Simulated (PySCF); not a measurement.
## TmBr: f occupation and spin

Unrestricted PBE0; basis Tm x2c-SVPall, Br x2c-SVPall; spin-free X2C with a Gaussian nucleus; PySCF 2.14. The search starts from ions with several 4f fillings and holds each by maximum overlap.

The lowest solution of each spin and filling, followed along the bond (rough minima from three points):

| 2Ms+1 | 4f population | ⟨S²⟩ at the start | R at minimum (Å) | Te (eV) |
| --- | --- | --- | --- | --- |
| 3 | 12.94 | 2.00 | 2.65 | 0.00 |
| 1 | 12.98 | 1.00 | 2.65 | 0.04 |
| 3 | 12.03 | 2.00 | 2.56 | 1.19 |
| 1 | 12.04 | 1.00 | 2.57 | 2.22 |

Solutions at the starting distance of 2.590 Å, counted from the lowest; the search is not exhaustive:

```tsv
2Ms+1	4f population	E (eV)	⟨S²⟩	⟨Lz²⟩	μ (D)
3	12.94	0.00	2.00	4.0	-4.58
3	12.98	0.02	2.00	3.7	-4.66
1	12.98	0.04	1.00	4.0	-4.66
3	12.91	0.24	2.00	1.7	-4.48
1	12.99	0.29	1.00	1.6	-4.60
3	12.03	1.18	2.00	9.0	-2.80
3	12.02	1.37	2.00	10.0	-2.77
1	12.04	2.21	1.00	9.2	-2.69
5	12.01	2.22	6.00	13.0	-4.47
1	12.01	2.36	1.00	8.0	-2.80
5	12.01	2.38	6.00	13.9	-4.38
```

Partly filled real f orbitals mix terms, so no term symbols are given. A positive dipole means Tm(−)Br(+).

Spin–orbit coupling is left out. Counting both spins, an empty level lies below a filled one in some of these solutions, because spin and occupation are held. The state is the lowest single determinant that the PBE0 search found; with open d or f shells the true ground state can be another one.
